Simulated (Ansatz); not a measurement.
A search over several starts for the lowest SCF solution of AgF₄, that is [AgF4]- with one electron fewer at the given spin, in a small basis.

```yaml
crystal:
  periodic: [false, false, false]
  atoms:
    - {symbol: Ag, position_ang: [-0.000001, 0.000005, 0.000001]}
    - {symbol: F, position_ang: [1.919016, -0.025650, 0.004681]}
    - {symbol: F, position_ang: [0.025644, 1.919015, 0.008037]}
    - {symbol: F, position_ang: [-1.919020, 0.025640, -0.004683]}
    - {symbol: F, position_ang: [-0.025640, -1.919000, -0.008036]}
basis:
  gaussian: {orbitals: def2-SVP}
magnetization: {spin_polarized: true, initial_magnetization: 1}
hamiltonian: {xc: pbe0, dispersion: d4}
output: {orbitals: {seedname: orbitals}}
```

```sh
$ ansatz run in.yaml --threads 4 --pin off --events-out ev --progress --plain --max-ram 3916MiB
```

It prints (some lines left out):

```
Functional definition: PBE0
843 factors; integrals over basis functions are off by at most 4.9e-4 eV
mean field evaluation 1: about -14831.4286 eV, gradient 5.0e1 eV
mean field evaluation 2: about -14801.8315 eV, gradient 9.9e1 eV
mean field evaluation 4: about -14840.6854 eV, gradient 3.1e0 eV
mean field evaluation 8: about -14840.9026 eV, gradient 7.9e-1 eV
mean field evaluation 16: about -14840.9066 eV, gradient 6.8e-3 eV
mean field evaluation 32: about -14840.9066 eV, gradient 7.0e-5 eV
mean field evaluation 64: about -14840.8591 eV, gradient 2.2e0 eV
mean field -14840.90663700 eV, -545.3932593821 hartree, gradient 2.5e-6 eV, S^2 0.752138; 4 other end points of the search recorded, 0 dependent functions left out
reference -14840.90668558 eV, -545.3932611674 hartree; 28, 27 occupied and 59, 60 virtual orbitals, 843 factors
Total energy: -14840.97771305 eV, -545.3958713785 hartree
```

Run time 5.5 s (4 threads of Arm Neoverse V2 on a shared host).

In the def2 sets Ag takes a core potential; there is no spin–orbit coupling.
